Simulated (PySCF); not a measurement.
Job file and geometry (Å, from GFN2-xTB) of an NMR shielding run on `F[SiH2]C[Si@H](P)/C=C/[SiH3]`, C₃H₁₂FPSi₃, GIAO PBE0/pcSseg-1 NMR shielding, non-relativistic, gas phase (PySCF); density fitting, a coarse starting grid and PySCF grid level 2 are the driver's defaults:

```
$ OMP_NUM_THREADS=1 python probes_run.py task.json out

{"job": {"kind": "nmr", "xc": "PBE0", "basis": "pcSseg-1"}, "charge": 0, "multiplicity": 1}
F     -3.327645    -2.341446    -1.718508
Si    -2.236517    -1.900418    -0.613815
C     -2.086830    -0.019236    -0.670989
Si    -0.897221     0.720793     0.621545
P     -0.480983     2.849563     0.024745
C      0.762334    -0.173095     0.571485
C      1.891473     0.376960     0.133414
Si     3.562583    -0.481100     0.007270
H     -1.015570    -2.577448    -1.022300
H     -2.787374    -2.380456     0.644454
H     -3.073815     0.424960    -0.538626
H     -1.752772     0.282749    -1.665069
H     -1.491647     0.574647     1.965380
H     -1.729258     3.322874     0.386293
H      0.070896     3.205914     1.242570
H      0.777892    -1.204368     0.902621
H      1.846335     1.414881    -0.191402
H      4.548696     0.278542     0.779873
H      3.967970    -0.522904    -1.399822
H      3.446308    -1.840734     0.537844
```

Question: Write the output of this run.

Answer: 
```
coarse grid: 18280 points
cycle   1  E = -1430.3107593073  dE =  3.792e-01  |g| = 6.582e-01  |ddm| = 4.013e+00
cycle   2  E = -1430.2478777210  dE =  6.288e-02  |g| = 9.175e-01  |ddm| = 1.227e+00
cycle   3  E = -1430.3953872555  dE = -1.475e-01  |g| = 7.658e-02  |ddm| = 7.399e-01
cycle   4  E = -1430.3961958287  dE = -8.086e-04  |g| = 3.495e-02  |ddm| = 8.184e-02
cycle   5  E = -1430.3964619032  dE = -2.661e-04  |g| = 7.519e-03  |ddm| = 3.605e-02
cycle   6  E = -1430.3964744891  dE = -1.259e-05  |g| = 3.629e-03  |ddm| = 1.171e-02
cycle   7  E = -1430.3964778137  dE = -3.325e-06  |g| = 9.480e-04  |ddm| = 4.007e-03
final grid: 157400 points
cycle   8  E = -1430.4471932185  dE = -2.906e-05  |g| = 6.517e-03  |ddm| = 2.519e-02
cycle   9  E = -1430.4471869865  dE =  6.232e-06  |g| = 8.014e-03  |ddm| = 1.400e-02
cycle  10  E = -1430.4472044313  dE = -1.744e-05  |g| = 5.770e-04  |ddm| = 7.792e-03
cycle  11  E = -1430.4472044787  dE = -4.738e-08  |g| = 3.183e-04  |ddm| = 6.909e-04
cycle  12  E = -1430.4472045040  dE = -2.531e-08  |g| = 6.282e-05  |ddm| = 3.274e-04
cycle  13  E = -1430.4472045049  dE = -8.808e-10  |g| = 2.769e-05  |ddm| = 8.454e-05
converged SCF energy = -1430.4472045049

GIAO shielding tensors (ppm)
atom      isotropic    diamagn.    paramagn.     s11        s22        s33       span
  0 F      385.389     462.839     -77.450    361.254    371.831    423.082     61.828
  1 Si     342.994     876.478    -533.484    280.659    342.792    405.532    124.873
  2 C      181.574     261.062     -79.488    165.951    184.979    193.792     27.841
  3 Si     375.964     883.358    -507.394    340.952    376.634    410.305     69.353
  4 P      621.552     969.117    -347.565    547.593    616.043    701.022    153.429
  5 C       29.408     264.079    -234.671    -95.513     16.678    167.059    262.572
  6 C       32.030     260.278    -228.247    -93.309     13.285    176.116    269.425
  7 Si     420.452     880.002    -459.550    372.888    422.707    465.759     92.871
  8 H       26.463      30.703      -4.240     21.858     26.988     30.544      8.686
  9 H       26.393      29.257      -2.864     22.505     25.927     30.747      8.242
 10 H       31.253      30.442       0.811     25.862     29.957     37.940     12.078
 11 H       31.170      34.124      -2.953     26.270     30.780     36.460     10.191
 12 H       26.531      31.118      -4.587     23.190     24.936     31.466      8.277
 13 H       30.753      30.396       0.357     25.290     27.857     39.111     13.821
 14 H       30.643      31.114      -0.471     25.176     27.291     39.462     14.286
 15 H       24.684      35.837     -11.153     20.837     24.021     29.195      8.358
 16 H       24.685      34.574      -9.888     20.148     22.403     31.505     11.357
 17 H       27.479      27.990      -0.511     24.312     25.770     32.356      8.044
 18 H       27.441      28.515      -1.074     24.462     25.702     32.159      7.697
 19 H       27.721      28.899      -1.178     24.445     26.977     31.740      7.295
```

Question: Turn these shieldings into chemical shifts. Scale: ¹⁹F (170.95 ppm) against CFCl3; TMS for ²⁹Si (349.16 ppm), ¹³C (186.93 ppm), ¹H (31.72 ppm); ³¹P (318.38 ppm) vs H3PO4 (reference shieldings calculated alike).

Answer: Averaging equivalent atoms: F 0: -214.4; Si 1: 6.2; Si 3: -26.8; Si 7: -71.3; C 5: 157.5; C 6: 154.9; C 2: 5.4; P 4: -303.2; H 15: 7.03; H 16: 7.03; H 9: 5.32; H 8: 5.25; H 12: 5.19; H 17/18/19: 4.17; H 13/14: 1.02; H 11: 0.55; H 10: 0.46 ppm. Unscaled 19F shifts against computed CFCl3 carry errors that often reach 10 to 50 ppm. Experimental scales use liquid or dissolved standards, which lie at an offset from isolated H3PO4.

Size and cost of the density-fitted run: 224 basis functions, 110 s wall time on 1 thread of an Arm Neoverse N1, shared host; peak memory 1.1 GiB.
